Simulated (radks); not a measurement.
Values are calculated unless marked as measured or tabulated.
Problem. Species: Yb2+. Configuration: [Xe] 4f13.5 5d0.5 (fractional occupations, a model configuration). Code: a radial shooting solver on a logarithmic mesh with Libxc functionals. Model: scalar-relativistic Kohn-Sham, SCAN, spin-polarised, spherical densities, finite nucleus; open shells are filled with parallel spins first (spin-orbit coupling, left out, can overturn this in heavy ions); meta-GGA in the generalised Kohn-Sham scheme; Fermi nuclear charge, rms radius 5.3108 fm. Some entries of the table are withheld. Estimate them.

orbital,occ.,eigenvalue (eV),<1/r> (bohr^-1),<r> (bohr)
1s down,1,-61328.70,80.62,0.01966
1s up,1,-61328.69,80.62,0.01966
2s up,1,-10430.27,18.82,0.08329
2s down,1,-10430.24,18.82,0.08329
2p up,3,-9190.979,17.26,0.07414
2p down,3,-9190.961,17.26,0.07414
3s up,1,-2376.128,6.959,0.2164
3s down,1,-2375.864,6.960,0.2164
3p up,3,-2000.024,6.471,0.2161
3p down,3,-1999.749,6.471,0.2161
3d up,5,-1541.797,6.119,0.1962
3d down,5,-1541.566,6.120,0.1962
4s up,1,-487.2522,2.932,0.4876
4s down,1,-486.6642,2.932,0.4876
4p up,3,-363.1756,2.678,0.5176
4p down,3,-362.5996,2.678,0.5177
4d up,5,-199.4160,2.368,0.5594
4d down,5,-198.8423,2.367,0.5596
5s up,1,-72.7941,1.106,1.198
5s down,1,-72.5839,1.105,1.198
5p up,3,-44.3862,0.9138,1.426
5p down,3,-44.1042,0.9159,1.421
4f up,7,(1),1.762,0.7559
4f down,6.5,(2),1.762,0.7560
5d up,0.5,-14.2161,0.5527,2.321

Solution. 
(1) 4f up eigenvalue (eV): -21.1480
(2) 4f down eigenvalue (eV): -20.5669
